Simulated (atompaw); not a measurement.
## Co (Z = 27): one change to a PAW (atompaw) potential, before and after

| Property | Result |
| --- | --- |
| Element | Co (Z = 27) |
| Generator | atompaw 4.2.0.5 |
| Type | PAW |
| Functional | LDA (PW92) |
| Relativity | scalar-relativistic |
| Frozen core | [Ar] |
| Valence charge | 9 |
| Reference configuration | 3d8 4s1 4p0 |
| Partial waves | 4s (bound): rc 2.30 bohr; 4s channel at 4.05 Ry: rc 2.30 bohr; 4p (bound, empty): rc 3.00 bohr; 4p channel at 2.15 Ry: rc 3.00 bohr; 3d (bound): rc 1.50 bohr; 3d channel at 0.35 Ry: rc 1.50 bohr |
| Local potential | bessel scheme, radius 2.15 bohr |
| Core correction | smooth core density matched at 2.15 bohr |
| Augmentation charge | sinc compensation charge, radius 2.35 bohr; PAW radius 3.00 bohr; waves and projectors: custom polynom gramschmidtortho |

Change: reference 3d7 4s0 4p0.

Cutoffs: the cutoffs (Ry, on a coarse ladder) from which the occupation-weighted sum of valence levels, in a spherical-Bessel basis at the reference potential, stays within 10 and 1 mRy of its value at 400 Ry; they do not see the model core or the augmentation charge, which bear on the density cutoff.

**Question.** What does the change do?

**Answer.** The potential gets neither clearly harder nor softer (70 Ry and 100 Ry → 70 Ry and 100 Ry); the range in which the p phases agree widens (upper end 3.7 → at the end of the scan); the range in which the d phases agree narrows (upper end 4.6 → 3.3); neither file shows a bound ghost.

| quantity | base | changed |
| --- | --- | --- |
| cutoff, loose | 70 Ry | 70 Ry |
| cutoff, tight | 100 Ry | 100 Ry |
| bound ghosts | none | none |
| s: phases at 3.02 bohr within 0.05 rad from the reference energy up to (Ry; the scan ends near 5) | to the end of the scan | to the end of the scan |
| p: phases at 3.02 bohr within 0.05 rad from the reference energy up to (Ry; the scan ends near 5) | 3.7 | to the end of the scan |
| d: phases at 3.02 bohr within 0.05 rad from the reference energy up to (Ry; the scan ends near 5) | 4.6 | 3.3 |
| lowest overlap eigenvalue by channel | s 0.19, p 0.54, d 0.99 | s 0.09, p 0.66, d 0.99 |

 The cutoffs see the waves, projectors and local potential, not the compensation charge or the core.
